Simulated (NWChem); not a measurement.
Molecule: TiH4S; SMILES [TiH3][SH]

```xyz
6

Ti     0.0180     0.8622     0.0001
H     -1.6076     1.3327     0.0087
H      0.8261     1.4036     1.3748
H      0.8080     1.4014    -1.3862
S      0.0545    -1.3719     0.0000
H     -1.2955    -1.1558     0.0013
```
Atoms are numbered in this order, from 1.

Structure relaxed at the PBE0/def2-SVP level.

### Question
List the 4 lowest vertical singlet excitations from PBE/def2-SVPD, TDA (NWChem).

### Answer
```json
[
 {"state": "S1", "energy (eV)": "3.04", "oscillator strength": "0.001", "leading excitation (squared amplitude)": "HOMO → LUMO (0.98)"},
 {"state": "S2", "energy (eV)": "3.19", "oscillator strength": "0.000", "leading excitation (squared amplitude)": "HOMO−2 → LUMO (0.94)"},
 {"state": "S3", "energy (eV)": "3.32", "oscillator strength": "0.001", "leading excitation (squared amplitude)": "HOMO−1 → LUMO (0.53)"},
 {"state": "S4", "energy (eV)": "3.36", "oscillator strength": "0.001", "leading excitation (squared amplitude)": "HOMO−1 → LUMO+1 (0.94)"}
]
```
